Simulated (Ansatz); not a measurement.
Dimethylamine + `C[Si]S` → `C[Si]SC` + CH₃NH₂  (substitution at a C–N bond)

Program: Ansatz. Geometries: PBE0-D4/def2-TZVP. ΔE: electronic, gas phase. CCSD(T)/CBS is the MP2 limit (def2-TZVPP, def2-QZVPP) plus CCSD(T) − MP2 in def2-TZVPP, frozen cores. This one scheme is used for every species. DFT in def2-TZVPP. B3LYP here is the variant with VWN-RPA as its local correlation; programs differ in this. Each species was taken in one conformer, which may not be the lowest.

```csv
level,ΔE (kcal/mol),difference from CCSD(T)/CBS
PBE-D4,-5.0,-0.3
r2SCAN-D4,-4.7,0.0
PBE0-D4,-4.6,0.1
B3LYP-D4,-4.3,0.4
ωB97X-V,-3.7,1.0
ωB97M-V,-4.0,0.7
B2PLYP,-4.2,0.5
PBE,-4.8,-0.1
r2SCAN,-4.6,0.1
PBE0,-4.4,0.3
B3LYP,-3.8,0.9
HF/def2-TZVPP,-2.3,2.4
MP2/def2-TZVPP,-4.7,0.0
SCS-MP2/def2-TZVPP,-4.0,0.7
CCSD/def2-TZVPP,-3.1,1.6
CCSD(T)/def2-TZVPP,-3.7,1.0
HF/def2-QZVPP,-2.3,2.4
MP2/def2-QZVPP,-5.3,-0.6
SCS-MP2/def2-QZVPP,-4.6,0.1
HF/CBS(def2),-2.4,2.3
MP2/CBS(def2),-5.7,-1.0
CCSD/CBS(def2),-4.2,0.5
CCSD(T)/CBS,-4.7,0
```

Largest T1 diagnostic among the species: 0.014.

In def2-TZVPP, CCSD(T) changes the Hartree–Fock value by −1.4 kcal/mol (the triples alone add −0.6 kcal/mol) and MP2 by −2.4 kcal/mol.
